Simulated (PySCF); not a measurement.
C4H4ClF, SMILES C1C(Cl)=C(C1)F.

Geometry: PBE0-D3(BJ)/def2-SVP.

Two levels are set side by side: PBE/def2-TZVP (PySCF) and HF/def2-TZVP (PySCF). Same geometry, gas phase. Differences are taken from unrounded values.

```tsv
quantity	PBE
orbital gap (eV)	5.16
highest occupied level (eV)	-5.75
lowest empty level (eV)	-0.59
dipole moment (D)	2.02
mean polarisability (bohr³)	59.5
```

Question: These are the PBE values. What does HF give? (An estimate is asked for; the answer gives what the named calculation found.)

Answer: 
```
quantity                        HF  PBE minus HF
---------------------------  -----  ------------
orbital gap (eV)             13.34         -8.18
highest occupied level (eV)  -9.56          3.81
lowest empty level (eV)       3.78         -4.37
dipole moment (D)             2.38         -0.36
mean polarisability (bohr³)   54.9           4.6
```

PBE's occupied levels lie high since its potential decays too fast outside the molecule; exact exchange lowers them and widens the gap. Loosely held outer electrons make PBE densities more polarisable. Differences between two approximate levels are no errors against the true value.

Rough cost on one machine, each run with all the roots and properties that it gave: HF against PBE about 1/3.
